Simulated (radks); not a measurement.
Effect of the nuclear size on neutral tin, [Kr] 4d10 5s2 5p2. All-electron calculation, Dirac Kohn-Sham, relativistic LDA (MacDonald-Vosko exchange, VWN5 correlation), spin-unpolarised, spherical densities, finite nucleus; open shells fill j = l - 1/2 first; Fermi nuclear charge, rms radius 4.6519 fm. Program: a radial shooting solver on a logarithmic mesh with Libxc functionals. The rms radius is varied about that value; shifts are against it.

rms radius (fm),total energy shift (eV),density at nucleus (e/bohr^3),1s1/2 shift (meV),2s1/2 shift (meV),4s1/2 shift (meV),4p1/2 shift (meV),5s1/2 shift (meV)
4.0565,-0.977,1.93e+05,-408,-46.7,-1.76,0.152,-0.152
4.2844,-0.616,1.914e+05,-257,-29.5,-1.11,0.096,-0.096
4.6519,0,1.89e+05,0.000,0.000,0.000,0.000,0.000
5.0613,0.737,1.865e+05,308,35.2,1.33,-0.114,0.115
5.5172,1.62,1.841e+05,676,77.4,2.91,-0.251,0.253

Slopes of the eigenvalues against <r^2> in GHz/fm^2, as finite differences over the two radii next to the reference (eigenvalue slopes, not the field-shift constants of lines): 1s1/2 18800, 2s1/2 2160, 4s1/2 81.1, 4p1/2 -6.99, 5s1/2 7.03.
